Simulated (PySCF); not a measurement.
C2H6BO2, SMILES CO[B]OC, multiplicity 2. Atoms are numbered in the order given.

```xyz
11

C      1.9487     0.5310     0.3502
O      1.3198    -0.6478    -0.1390
B     -0.0115    -0.7485    -0.2867
O     -0.8713     0.2504     0.0229
C     -2.2744     0.1428    -0.1181
H      1.2145     1.2229     0.7902
H      2.6887     0.2438     1.1122
H      2.4723     1.0363    -0.4768
H     -2.7515     0.2967     0.8627
H     -2.6314     0.9236    -0.8081
H     -2.5679    -0.8442    -0.5095
```
Charge 0, spin multiplicity 2.

Geometry optimised at ωB97X-D3(BJ)/def2-SVP. The isomer is the one that the SMILES or the coordinates give; other isomers of the formula were not compared. Other conformers were not sampled.

Method: PySCF with PBE/pcH-1.

Unrestricted Kohn–Sham, ⟨S²⟩ = 0.753. Hyperfine tensors hold the contact and dipolar terms, without spin-orbit corrections.

### Question
Estimate the hyperfine couplings. (The exact figures need the calculation; the answer reports its results.)

### Answer

```csv
nucleus,A(iso) (MHz),A(iso) (G),dipolar principal values (MHz)
13C no. 1,29.5,10.5,"-5.0, -4.6, 9.6"
17O no. 2,-166.7,-59.5,"-8.4, -0.2, 8.6"
11B no. 3,610.2,217.7,"-34.6, -27.5, 62.1"
17O no. 4,-20.1,-7.2,"-30.0, 11.3, 18.7"
13C no. 5,27.5,9.8,"-1.6, -1.5, 3.2"
1H no. 6,-2.6,-0.9,"-4.0, -0.1, 4.1"
1H no. 7,-4.4,-1.6,"-3.1, -1.2, 4.3"
1H no. 8,-5.4,-1.9,"-3.1, -1.0, 4.2"
1H no. 9,-2.3,-0.8,"-2.5, -2.0, 4.6"
1H no. 10,-2.3,-0.8,"-2.5, -2.0, 4.6"
1H no. 11,-1.4,-0.5,"-5.7, -3.6, 9.4"
```
